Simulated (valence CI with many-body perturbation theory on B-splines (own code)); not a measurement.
**E1 transitions of Au LXVII**

Method: relativistic CI+MBPT: three valence electrons over a frozen Dirac-Fock core [Ne], a basis of 11 s, 11 p, 9 d, 7 f, 5 g, 2 h, 1 i functions for each j, with the one-electron correlation potential Σ1, the two-electron term Σ2, the three-electron term Σ3, Breit, model QED; selected CI, second order for the rest (own B-spline code, finite nucleus).

The last digits are not significant, and no measured levels were compared; by estimate large intervals hold to a few tenths of a per cent, small ones and those within an open d or f shell to about a per cent.

Lines 1 to 50 of 275 in falling wavelength, among levels below 1825.8 eV, chosen from the strongest by gf and those to the six lowest levels. Wavelengths and rates use the calculated energies. Electric multipoles are in the length gauge, E1 and E2 with the static RPA response of the core. Weak lines are less certain than strong ones. Lines between different terms over intervals too small for the method are left out, as are lines whose strength nearly cancels. The highest levels of a list are the least certain.

Levels are named by their leading jj configuration (3d3/2^4 stands for four electrons in 3d with j = 3/2), which in mixed levels can hold well under half, so a name can repeat and another be missing. Letters in brackets count levels of one name in rising energy.

| λ vac (nm) | Upper | Lower | A (s⁻¹) | S (a.u.) |
| --- | --- | --- | --- | --- |
| 8.653 | (3p1/2 3p3/2 3d3/2) J=7/2 | (3s 3p3/2 3d3/2) J=5/2 [b] | 6.17e+09 | 1.58e-02 |
| 8.448 | (3s 3p1/2 3d3/2) J=5/2 | (3s^2 3d3/2) J=3/2 | 1.02e+10 | 1.82e-02 |
| 8.100 | (3s 3p1/2 3p3/2) J=3/2 [a] | (3s^2 3p3/2) J=3/2 | 2.44e+09 | 2.56e-03 |
| 7.843 | (3p1/2 3d3/2^2) J=5/2 | (3s 3d3/2^2) J=3/2 | 1.19e+10 | 1.71e-02 |
| 7.749 | (3p1/2 3p3/2 3d5/2) J=7/2 [b] | (3s 3p3/2 3d5/2) J=5/2 [b] | 1.32e+10 | 2.42e-02 |
| 7.645 | (3p1/2 3p3/2 3d5/2) J=9/2 | (3s 3p3/2 3d5/2) J=7/2 [b] | 1.18e+10 | 2.60e-02 |
| 7.163 | (3s 3p1/2 3p3/2) J=5/2 | (3s^2 3p3/2) J=3/2 | 1.72e+10 | 1.87e-02 |
| 7.158 | (3s 3p1/2 3d5/2) J=7/2 | (3s^2 3d5/2) J=5/2 | 2.80e+10 | 4.05e-02 |
| 6.958 | (3p1/2 3p3/2 3d3/2) J=5/2 [a] | (3s 3p3/2 3d3/2) J=3/2 [a] | 1.13e+10 | 1.13e-02 |
| 6.950 | (3p1/2^2 3d3/2) J=3/2 | (3s 3p1/2 3d3/2) J=1/2 | 1.82e+10 | 1.20e-02 |
| 6.874 | (3p1/2 3p3/2 3d5/2) J=3/2 [b] | (3s 3p3/2 3d5/2) J=3/2 [b] | 1.65e+10 | 1.06e-02 |
| 6.851 | (3s 3p1/2 3d3/2) J=3/2 [a] | (3s 3p1/2 3p3/2) J=3/2 [b] | 2.59e+09 | 1.64e-03 |
| 6.748 | (3p1/2 3p3/2 3d5/2) J=9/2 | (3s 3p3/2 3d5/2) J=7/2 [a] | 1.50e+10 | 2.28e-02 |
| 6.733 | (3s 3p1/2 3d5/2) J=5/2 [b] | (3s^2 3d5/2) J=5/2 | 2.13e+10 | 1.93e-02 |
| 6.657 | (3p1/2 3p3/2 3d5/2) J=5/2 [b] | (3s 3p3/2 3d5/2) J=7/2 [b] | 1.21e+10 | 1.05e-02 |
| 6.643 | (3s 3p1/2^2) J=1/2 | (3s^2 3p1/2) J=1/2 | 4.64e+10 | 1.34e-02 |
| 6.632 | (3p1/2 3p3/2 3d3/2) J=3/2 [a] | (3s 3p3/2 3d3/2) J=3/2 [a] | 1.81e+10 | 1.04e-02 |
| 6.616 | (3p1/2 3p3/2^2) J=1/2 | (3s 3p3/2^2) J=1/2 | 3.55e+10 | 1.01e-02 |
| 6.612 | (3p1/2 3p3/2 3d3/2) J=7/2 | (3s 3p3/2 3d3/2) J=7/2 | 2.18e+10 | 2.49e-02 |
| 6.580 | (3p1/2 3p3/2 3d5/2) J=5/2 [a] | (3s 3p3/2 3d5/2) J=3/2 [a] | 3.26e+10 | 2.75e-02 |
| 6.563 | (3s 3p1/2 3d5/2) J=3/2 | (3s^2 3d5/2) J=5/2 | 3.06e+10 | 1.71e-02 |
| 6.546 | (3p1/2 3p3/2 3d3/2) J=7/2 | (3s 3p3/2 3d3/2) J=5/2 [a] | 1.23e+10 | 1.37e-02 |
| 6.441 | (3p1/2 3p3/2 3d5/2) J=3/2 [b] | (3s 3p3/2 3d5/2) J=1/2 | 3.48e+10 | 1.84e-02 |
| 6.435 | (3p1/2^2 3d5/2) J=5/2 | (3s 3p1/2 3d5/2) J=3/2 | 4.32e+10 | 3.41e-02 |
| 6.358 | (3s 3p1/2 3d3/2) J=3/2 [b] | (3s 3p1/2 3p3/2) J=3/2 [b] | 3.72e+10 | 1.89e-02 |
| 6.357 | (3s 3p1/2 3p3/2) J=3/2 [b] | (3s^2 3p3/2) J=3/2 | 3.05e+10 | 1.55e-02 |
| 6.287 | (3p1/2 3p3/2 3d5/2) J=3/2 [a] | (3s 3p3/2 3d5/2) J=5/2 [a] | 4.82e+10 | 2.37e-02 |
| 6.280 | (3p1/2^2 3d5/2) J=5/2 | (3s 3p1/2 3d5/2) J=5/2 [b] | 4.33e+10 | 3.17e-02 |
| 6.152 | (3p1/2 3p3/2 3d5/2) J=5/2 [a] | (3s 3p3/2 3d5/2) J=5/2 [a] | 3.31e+10 | 2.28e-02 |
| 6.110 | (3s 3p1/2 3d3/2) J=3/2 [a] | (3s 3p1/2 3p3/2) J=5/2 | 3.14e+10 | 1.41e-02 |
| 6.086 | (3p1/2 3p3/2^2) J=5/2 | (3s 3p3/2^2) J=5/2 | 3.23e+10 | 2.15e-02 |
| 6.037 | (3p1/2 3p3/2 3d5/2) J=7/2 [b] | (3s 3p3/2 3d5/2) J=7/2 [a] | 2.89e+10 | 2.51e-02 |
| 6.003 | (3s 3p1/2 3p3/2) J=1/2 | (3s^2 3p3/2) J=3/2 | 3.80e+10 | 8.10e-03 |
| 5.995 | (3s 3p1/2 3d3/2) J=5/2 | (3s 3p1/2 3p3/2) J=3/2 [b] | 9.90e+09 | 6.32e-03 |
| 5.973 | (3p1/2^2 3d3/2) J=3/2 | (3s 3p1/2 3d3/2) J=5/2 | 8.81e+10 | 3.71e-02 |
| 5.966 | (3p1/2 3p3/2 3d5/2) J=5/2 [b] | (3s 3p3/2 3d5/2) J=7/2 [a] | 4.19e+10 | 2.64e-02 |
| 5.950 | (3p1/2^2 3d5/2) J=5/2 | (3s 3p1/2 3d5/2) J=7/2 | 8.07e+10 | 5.04e-02 |
| 5.931 | (3p1/2 3p3/2 3d5/2) J=7/2 [a] | (3s 3p3/2 3d5/2) J=9/2 | 6.18e+10 | 5.09e-02 |
| 5.909 | (3p1/2 3p3/2^2) J=3/2 | (3s 3p3/2^2) J=5/2 | 6.32e+10 | 2.57e-02 |
| 5.875 | (3p1/2 3p3/2 3d3/2) J=5/2 [a] | (3p1/2 3p3/2^2) J=5/2 | 3.29e+10 | 1.98e-02 |
| 5.805 | (3p1/2 3p3/2 3d3/2) J=5/2 [b] | (3s 3p3/2 3d3/2) J=7/2 | 6.98e+10 | 4.04e-02 |
| 5.786 | (3p1/2 3p3/2 3d3/2) J=3/2 [b] | (3s 3p3/2 3d3/2) J=5/2 [a] | 3.39e+10 | 1.30e-02 |
| 5.714 | (3s 3p1/2 3d3/2) J=3/2 [b] | (3s 3p1/2 3p3/2) J=5/2 | 5.46e+10 | 2.01e-02 |
| 5.712 | (3p1/2 3p3/2 3d5/2) J=9/2 | (3s 3p3/2 3d5/2) J=9/2 | 4.41e+10 | 4.06e-02 |
| 5.652 | (3p1/2^2 3d3/2) J=3/2 | (3s 3p1/2 3d3/2) J=3/2 [b] | 5.73e+10 | 2.04e-02 |
| 5.561 | (3s 3p1/2 3d3/2) J=3/2 [a] | (3s 3p1/2 3p3/2) J=3/2 [a] | 2.25e+10 | 7.63e-03 |
| 5.420 | (3s 3p1/2 3d3/2) J=5/2 | (3s 3p1/2 3p3/2) J=5/2 | 1.25e+10 | 5.89e-03 |
| 5.412 | (3p1/2 3d3/2^2) J=5/2 | (3p1/2 3p3/2 3d3/2) J=5/2 [a] | 2.23e+10 | 1.05e-02 |
| 5.254 | (3s 3p1/2 3d3/2) J=1/2 | (3s 3p1/2 3p3/2) J=3/2 [b] | 8.67e+08 | 1.24e-04 |
| 5.232 | (3s 3p1/2 3d3/2) J=3/2 [b] | (3s 3p1/2 3p3/2) J=3/2 [a] | 2.48e+09 | 7.01e-04 |
